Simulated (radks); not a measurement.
Species: V+. Configuration: [Ne] 3s1 3p6 3d4 4f1 (not the ground configuration). All-electron calculation, scalar-relativistic Kohn-Sham, LDA (Slater exchange, VWN5 correlation), spin-unpolarised, spherical densities, finite nucleus; Fermi nuclear charge, rms radius 3.6002 fm. Program: a radial shooting solver on a logarithmic mesh with Libxc functionals.

Unscreened Slater integrals over Kohn-Sham orbitals (eV).

integral,value
"F0(4f,4f)",2.7990
"F2(4f,4f)",1.5629
"F4(4f,4f)",1.0444
"F6(4f,4f)",0.77307
"F0(4f,3d)",3.4970
"F2(4f,3d)",0.18659
"F4(4f,3d)",0.038974
"G1(4f,3d)",0.032326
"G3(4f,3d)",0.018178
"G5(4f,3d)",0.012365
"F0(4f,3p)",3.4983
"F2(4f,3p)",0.11050
"G2(4f,3p)",0.0047050
"G4(4f,3p)",0.0030025
"F0(4f,3s)",3.4984
"G3(4f,3s)",0.0023150
"F0(3d,3d)",19.654
"F2(3d,3d)",9.0316
"F4(3d,3d)",5.6062
"F0(3d,3p)",21.694
"F2(3d,3p)",10.176
"G1(3d,3p)",12.680
"G3(3d,3p)",7.6293
"F0(3d,3s)",22.269
"G2(3d,3s)",9.5818
"F0(3p,3p)",24.380
"F2(3p,3p)",12.193
"F0(3p,3s)",25.107
"G1(3p,3s)",16.643
"F0(3s,3s)",25.909

Derived for the open shells (J is the average intra-shell exchange parameter used in DFT+U). 3d: Racah B = F2/49 - 5 F4/441 = 0.1208 eV, C = 35 F4/441 = 0.4449 eV, C/B = 3.68, F4/F2 = 0.621, J = (F2 + F4)/14 = 1.046 eV. 4f: F4/F2 = 0.668, F6/F2 = 0.495, J = (286 F2 + 195 F4 + 250 F6)/6435 = 0.1311 eV.
